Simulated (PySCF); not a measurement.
# Rubidium: a sound run and one with changed settings

Sound run: Rb⁺ [Kr], Rb²⁺ [Ar] 3d10 4s2 4p5. Calculation: PySCF 2.14, in cc-pVDZ-X2C; scalar relativity by spin-free X2C-1e. In the sound run the correlated levels freeze [Ar] 3d10 4s2. The sound run starts from symmetry-adapted Hartree-Fock orbitals and uses a fine grid where one is needed.

Changed run: no relativity, point nucleus. This setting is unsound on purpose.

```json
{"species": "Rb⁺", "method": "UHF", "sound run (hartree)": "-2979.00309", "changed run (hartree)": "-2913.88648", "converged": "yes"}
{"species": "Rb⁺", "method": "TPSS", "sound run (hartree)": "-2980.74161", "changed run (hartree)": "-2915.62601", "converged": "yes"}
{"species": "Rb⁺", "method": "PBE0", "sound run (hartree)": "-2980.54948", "changed run (hartree)": "-2915.43354", "converged": "yes"}
{"species": "Rb⁺", "method": "MP2", "sound run (hartree)": "-2979.01104", "changed run (hartree)": "-2913.89469", "converged": "yes"}
{"species": "Rb⁺", "method": "CCSD(T)", "sound run (hartree)": "-2979.01183", "changed run (hartree)": "-2913.89552", "converged": "yes"}
{"species": "Rb²⁺", "method": "UHF", "sound run (hartree)": "-2978.00122", "changed run (hartree)": "-2912.90376", "converged": "yes"}
{"species": "Rb²⁺", "method": "TPSS", "sound run (hartree)": "-2979.70078", "changed run (hartree)": "-2914.60457", "converged": "yes"}
{"species": "Rb²⁺", "method": "PBE0", "sound run (hartree)": "-2979.50736", "changed run (hartree)": "-2914.41078", "converged": "yes"}
{"species": "Rb²⁺", "method": "MP2", "sound run (hartree)": "-2978.00518", "changed run (hartree)": "-2912.90781", "converged": "yes"}
{"species": "Rb²⁺", "method": "CCSD(T)", "sound run (hartree)": "-2978.00558", "changed run (hartree)": "-2912.90823", "converged": "yes"}
```

Ionisation energy of Rb⁺:

```csv
method,sound run (eV),changed run (eV)
UHF,27.262,26.741
TPSS,28.322,27.795
PBE0,28.357,27.831
MP2,27.371,26.854
SCS-MP2,27.362,26.845
CCSD,27.380,26.864
CCSD(T),27.381,26.866
```

Most of the change in total energy is the relativistic energy itself. On top of that the contraction fixes the core shape for the Hamiltonian it was made with, so the changed run is not a good calculation with the other Hamiltonian either.

For comparison, NIST gives 27.290 eV between the lowest levels.
